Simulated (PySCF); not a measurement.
In(OH)(SeH)2 (H₃InOSe₂), SMILES [OH][In]([SeH])[SeH]. Atoms are numbered in the order given.

```xyz
7

In     0.5093     0.0053     0.0000
O      2.5285     0.1226     0.0000
H      2.9193    -0.7728     0.0000
Se    -0.7201    -2.2249     0.0000
H      0.5734    -2.9580     0.0000
Se    -0.6533     2.2518     0.0000
H     -1.9766     1.5743     0.0000
```
Charge 0, spin multiplicity 1.

The structure is a stationary point at PBE-D3(BJ)/def2-SVP. The structure was generated by enumeration; whether it is a known compound was not checked. The def2 effective core potentials stand for the cores of In; spin–orbit coupling is left out. Other conformers were not sampled.

Method: PBE-D3(BJ)/def2-SVP (PySCF).

Frequencies are harmonic and unscaled.

Computed harmonic wavenumbers and intensities:
| mode | ν (cm⁻¹) | IR (km/mol) | moving atoms (share of kinetic energy) |
|---|---|---|---|
| 1 | 51 | 1.6 | Se 65 %, In 29 % |
| 2 | 89 | 5.3 | In 45 %, O 37 %, Se 13 % |
| 3 | 102 | 12.9 | O 74 %, Se 11 %, H 10 % |
| 4 | 108 | 0.0 | H 98 % |
| 5 | 189 | 0.0 | H 95 % |
| 6 | 200 | 2.6 | Se 78 %, In 18 % |
| 7 | 221 | 97.6 | H 94 % |
| 8 | 256 | 30.5 | In 52 %, Se 48 % |
| 9 | 558 | 1.1 | H 95 % |
| 10 | 571 | 61.6 | O 83 %, In 12 % |
| 11 | 592 | 0.3 | H 97 % |
| 12 | 795 | 83.7 | H 93 % |
| 13 | 2353 | 10.8 | H 99 % |
| 14 | 2356 | 10.9 | H 99 % |
| 15 | 3708 | 45.4 | H 94 % |
